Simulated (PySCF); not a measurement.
Te(I)(OMe) (CH3IOTe), SMILES O([Te]I)C. The structure is a stationary point at B3LYP-D3(BJ)/def2-SVP. This is a generated structure with no PubChem entry under its InChIKey; it may be hypothetical. The def2 effective core potentials stand for the cores of I, Te; spin–orbit coupling is left out. The values are those of a single conformer.

Problem. Give the equilibrium geometry at B3LYP-D3(BJ)/def2-SVP (PySCF confirms it by a frequency run) as bond lengths and angles. (Estimate from the structure and the level; the computed values follow.)

Solution. This is not unique; one that fits is 
Atoms: Te1 I2 O3 C4 H5 H6 H7. Bonds (Å): Te1–I2 2.754, Te1–O3 1.998, O3–C4 1.416, C4–H5 1.105, C4–H6 1.102, C4–H7 1.105. Angles (°): I2–Te1–O3 99.9, Te1–O3–C4 118.1, O3–C4–H5 111.7, O3–C4–H6 106.6, O3–C4–H7 112.7, H5–C4–H6 108.4, H5–C4–H7 108.5, H6–C4–H7 108.9.
